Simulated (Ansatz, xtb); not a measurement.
Two structures of GeH3N

We compare X, `[NH]=[GeH2]`, a singlet, with Y, a singlet given by its coordinates. Both are isolated molecules in the gas phase, relaxed with PBE0-D3(BJ)/pcseg-1.

X (Å):

```xyz
5

Ge   -0.0040    0.0817   -0.0849
N    -0.4564   -0.8839   -1.4285
H     1.1876    1.0484    0.0656
H     0.2013   -0.7502   -2.2046
H    -0.8867   -0.0036    1.1595
```

Y (Å):

```yaml
atoms:
  - { symbol: Ge, position_ang: [-0.1241, -0.0520, 1.4563] }
  - { symbol: N, position_ang: [-0.6366, -0.4190, -0.2651] }
  - { symbol: H, position_ang: [-0.0198, -0.6744, -1.0279] }
  - { symbol: H, position_ang: [1.4201, -0.3043, 1.1197] }
  - { symbol: H, position_ang: [-1.6078, -0.3832, -0.5531] }
```

Close contacts (Å): Ge1–N2 1.83, Ge1–H4 1.60, N2–H3 1.01, N2–H5 1.01.

**Question.** Which of the two would you expect CCSD(T)/def2-TZVPP electronic energies to favour?

**Answer.** Structure Y; the calculation gives E(Y) − E(X) = −30.2 kcal/mol.

How the difference moves with the method:

```csv
level,geometry,E(Y) − E(X) (kcal/mol),departure from the last row (kcal/mol),"job, with rough time for the two"
GFN2-xTB,GFN2-xTB,−35.6,−5.4,"optimisation, 0.29 s"
HF/STO-3G,GFN2-xTB,−31.7,−1.5,"single point, 0.9 s"
r2SCAN-D4/def2-SVP,GFN2-xTB,−34.9,−4.7,"single point, 4.1 s"
PBE0-D3(BJ)/pcseg-1,PBE0-D3(BJ)/pcseg-1,−35.3,−5.2,"optimisation, 32 s"
HF/def2-TZVPP,PBE0-D3(BJ)/pcseg-1,−41.4,−11.3,part of the CCSD(T) run
MP2/def2-TZVPP,PBE0-D3(BJ)/pcseg-1,−27.8,+2.3,part of the CCSD(T) run
CCSD(T)/def2-TZVPP,PBE0-D3(BJ)/pcseg-1,−30.2,,"single point, 46 s"
```

None of the levels shown reverses the order. The largest departure from CCSD(T)/def2-TZVPP is that of HF/def2-TZVPP, 11.3 kcal/mol.

With harmonic frequencies from PBE0-D3(BJ)/pcseg-1 (ideal gas, rigid rotor, one conformer each, 298.15 K, 1 atm): the zero-point term adds +2.5 kcal/mol; ΔH is −27.6 and ΔG −27.7 kcal/mol.

The correlated steps freeze 10 core orbitals; the filled d shell of Ge is correlated, in a basis made for valence electrons. Codes used: Ansatz 0.2.0, xtb 6.7.1; the last row on 1 thread of Intel(R) Xeon(R) Processor @ 2.50GHz (Skylake/Cascade Lake) on a shared host.
